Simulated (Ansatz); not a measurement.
System: sum formula Si2H5Cl, net charge 0, singlet state. SMILES: [SiH3][SiH2]Cl
Geometry: optimised at B3LYP-D3(BJ)/def2-TZVP (Ansatz, an electronic-structure program).

Quantity: atomisation energy (electronic, to ground-state atoms); the coupled-cluster value holds the core correlation from cc-pwCVTZ, in kcal/mol. Cores are frozen in the correlated levels unless marked. Open shells are spin-unrestricted. No spin-orbit coupling. No relativistic terms. Basis-set limits of correlation are two-point, X^-3; Hartree-Fock from the larger set (for Q and 5 zeta extrapolated as (X+1)exp(-9√X)).

Level to compare with: CCSD(T)/CBS(cc-pV(Q+d)Z,cc-pV(5+d)Z) plus the core term (Ansatz), 551.3 kcal/mol. It is a level with limits of its own, and the differences hold the functionals' basis error too.

### Question
Rank these functionals by how close they come to CCSD(T)/CBS(cc-pV(Q+d)Z,cc-pV(5+d)Z), closest first: wB97X-V/def2-TZVPD (Ansatz); PBE/def2-TZVPD (Ansatz); wB97M-V/def2-TZVPD (Ansatz).

### Answer
wB97M-V/def2-TZVPD (range-separated hybrid meta-GGA with VV10, 549.5 kcal/mol, difference -1.8), wB97X-V/def2-TZVPD (range-separated hybrid with VV10, 555.4 kcal/mol, difference 4.1), PBE/def2-TZVPD (GGA, 537.6 kcal/mol, difference -13.7)
